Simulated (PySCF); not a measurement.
## Electron correlation in As (arsenic, neutral)

[Ar] 3d10 4s2 4p2 5s1, high-spin 4P determinant (an excited configuration). Calculation: PySCF 2.14, in aug-cc-pwCVDZ-PP with ECP10MDF (6s5p4d1f, 48 functions); a scalar-relativistic core potential. Frozen: 3s2 3p6 3d10; 5 electrons correlated.

```csv
level,correlation energy (mhartree)
CCSD,-73.99
(T),-1.53
CCSD(T),-75.52
```

Diagnostics: T1 = 0.010, D1 = 0.0289, largest double amplitude 0.086.

The outer electron is Rydberg-like, and this basis confines it to a smaller radius and binds it less than a complete one would.

Cost of the coupled-cluster step: of the order of 1.6 core-seconds, for 5 correlated electrons.

Iterations:

```
CC2 = 0
CCSD nocc = (np.int64(4), np.int64(1)), nmo = (39, 39)
frozen orbitals [[0, 1, 2, 3, 4, 5, 6, 7, 8], [0, 1, 2, 3, 4, 5, 6, 7, 8]]
max_cycle = 100
direct = 0
conv_tol = 1e-08
conv_tol_normt = 1e-06
diis_space = 8
diis_start_cycle = 0
Init t2, MP2 energy = -0.0569835002936987
Init E_corr(UCCSD) = -0.056983500293827
cycle = 1  E_corr(UCCSD) = -0.0691656442605928  dE = -0.012182144  norm(t1,t2) = 0.0485387
cycle = 2  E_corr(UCCSD) = -0.072325339346769  dE = -0.00315969509  norm(t1,t2) = 0.017177
cycle = 3  E_corr(UCCSD) = -0.0739609773496552  dE = -0.001635638  norm(t1,t2) = 0.00771695
cycle = 4  E_corr(UCCSD) = -0.0739642025710549  dE = -3.2252214e-06  norm(t1,t2) = 0.00238663
cycle = 5  E_corr(UCCSD) = -0.0739980291170482  dE = -3.3826546e-05  norm(t1,t2) = 0.00120083
cycle = 6  E_corr(UCCSD) = -0.0739845840269076  dE = 1.34450901e-05  norm(t1,t2) = 0.000605837
cycle = 7  E_corr(UCCSD) = -0.0739965612427974  dE = -1.19772159e-05  norm(t1,t2) = 0.000334544
cycle = 8  E_corr(UCCSD) = -0.0739907140180215  dE = 5.84722478e-06  norm(t1,t2) = 0.000166851
cycle = 9  E_corr(UCCSD) = -0.0739934277550779  dE = -2.71373706e-06  norm(t1,t2) = 5.98931e-05
cycle = 10  E_corr(UCCSD) = -0.0739935765668988  dE = -1.48811821e-07  norm(t1,t2) = 2.02268e-05
cycle = 11  E_corr(UCCSD) = -0.0739936457125497  dE = -6.91456509e-08  norm(t1,t2) = 7.14876e-06
cycle = 12  E_corr(UCCSD) = -0.0739935908063812  dE = 5.49061685e-08  norm(t1,t2) = 1.83682e-06
cycle = 13  E_corr(UCCSD) = -0.0739936122499696  dE = -2.14435885e-08  norm(t1,t2) = 4.57009e-07
cycle = 14  E_corr(UCCSD) = -0.0739936091773397  dE = 3.07262993e-09  norm(t1,t2) = 1.20589e-07
UCCSD converged
E(UCCSD) = -331.0359348751509  E_corr = -0.0739936091773397
UCCSD(T) correction = -0.00153118703446209
```
